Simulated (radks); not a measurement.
Values are calculated unless marked as measured or tabulated.
Species: Zn. Configuration: [Ar] 3d9 4s2 4p1 (not the ground configuration). Level of theory: scalar-relativistic Kohn-Sham, XLYP, spin-polarised, spherical densities, finite nucleus; open shells are filled with parallel spins first; Fermi nuclear charge, rms radius 3.9283 fm (a radial shooting solver on a logarithmic mesh with Libxc functionals).

Local quantities along the radius. ELF = 1/(1 + alpha^2) is the electron localisation function; alpha = (tau - tau_W)/tau_unif compares the Pauli kinetic energy density with that of the uniform gas (summed over spins); s = |grad rho|/(2 (3 pi^2)^(1/3) rho^(4/3)) is the reduced gradient; r v_xc is r times the local exchange-correlation potential of spin up (hartree bohr). tau is taken from the large components.

r (bohr)    ELF    alpha       s   r v_xc
0.004497  1.000  0.02012  0.4570  -0.1541
0.005998  0.999  0.02250  0.4548  -0.1857
0.007936  0.999  0.02622  0.4606  -0.2237
0.01058   0.999  0.03256  0.4756  -0.2705
0.014     0.998  0.04324  0.5007  -0.3229
0.01868   0.996  0.06384  0.5403  -0.3813
0.02471   0.989   0.1052  0.5960  -0.4378
0.03296   0.960   0.2040  0.6723  -0.4880
0.04396   0.827   0.4575  0.7517  -0.5223
0.05817   0.491    1.018  0.7533  -0.5398
0.07758   0.287    1.576  0.5445  -0.5593
0.1027    0.425    1.164  0.3156  -0.6499
0.1369    0.718   0.6265  0.3258  -0.7957
0.1812    0.807   0.4895  0.4823  -0.8724
0.2416    0.604   0.8103  0.6822  -0.8526
0.3197    0.223    1.865  0.5791  -0.7926
0.4264    0.396    1.234  0.2181  -0.9215
0.5642    0.732   0.6058  0.3107   -1.107
0.7525    0.754   0.5717  0.5378   -1.121
0.9956    0.552   0.9012  0.8044   -1.001
1.328     0.246    1.750  0.9959  -0.8481
1.757     0.219    1.888  0.9020  -0.7720
2.343     0.487    1.027  0.9287  -0.7554
3.101     0.645   0.7419   1.258  -0.7027
4.136     0.475    1.051   1.914  -0.5975
5.472     0.194    2.041   3.106  -0.4617
7.298     0.045    4.595   5.657  -0.3560
9.656     0.006    13.18   12.58  -0.2950
12.88     0.000    69.27   38.43  -0.1223

On this mesh the ELF has minima near r = 0.078, 0.32, 1.5 bohr, which separate the shells, and maxima near 0.18 (0.81), 0.65 (0.77), 3.1 (0.64).

Self-consistent cycle (total energy in hartree, residual of the potential): 1: -1795.208935, 3e+00; 2: -1795.933056, 2e+00; 3: -1796.227048, 4e-01; 4: -1796.236085, 9e-02; 5: -1796.236164, 9e-02; 6: -1796.237433, 5e-02; 7: -1796.237874, 5e-03; 8: -1796.237877, 4e-03; 9: -1796.237877, 3e-03; 10: -1796.237880, 5e-04; 11: -1796.237881, 3e-05; 12: -1796.237881, 8e-06; 13: -1796.237881, 2e-06; 14: -1796.237881, 1e-06; 15: -1796.237881, 1e-07; 16: -1796.237881, 7e-08; 17: -1796.237881, 6e-08; 18: -1796.237881, 2e-08; 19: -1796.237881, 5e-09.
